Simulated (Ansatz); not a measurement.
`BOC([SiH3])[SiH3]`, relaxed with RKS PBE-D4/def2-SVP in the Gaussian-basis code of Ansatz from a rough embedded geometry. The force threshold is 0.03 eV/Å; the program also tests the step.

Charge 0, multiplicity 1.

Start:

```xyz
14

B     0.630    2.200   -0.446
O     0.086    1.278    0.484
C     0.277   -0.012    0.014
Si   -1.177   -0.698   -1.014
Si    0.422   -1.171    1.507
H     1.737    2.620   -0.420
H    -0.072    2.646   -1.348
H     1.232   -0.220   -0.586
H    -1.261    0.215   -2.216
H    -0.951   -2.023   -1.409
H    -2.384   -0.506   -0.198
H     1.609   -0.768    2.307
H     0.621   -2.506    1.026
H    -0.769   -1.055    2.298
```

Question: By how much does the energy fall, and how many steps does the optimiser take? (Best estimate.)

Answer: Ansatz gave: 127.87 kJ/mol, in 29 steps, 4 of them rejected.

Question: Which bonds change most? (Estimate.)

Answer: The calculation gave: Si4–H10 from 1.401 to 1.505 Å; Si5–H13 from 1.433 to 1.505 Å; Si5–H14 from 1.435 to 1.502 Å; B1–O2 from 1.418 to 1.354 Å.

Question: Give the relaxed structure. (Estimate.)

Answer: Computed: 
```xyz
14

B     0.881    2.220   -0.323
O     0.056    1.276    0.188
C     0.162   -0.125   -0.156
Si   -1.461   -0.668   -1.015
Si    0.559   -1.116    1.435
H     0.682    3.360    0.050
H     1.764    1.905   -1.109
H     1.001   -0.282   -0.876
H    -1.683    0.180   -2.238
H    -1.335   -2.113   -1.414
H    -2.620   -0.505   -0.074
H     1.835   -0.596    2.037
H     0.722   -2.566    1.069
H    -0.561   -0.970    2.425
```
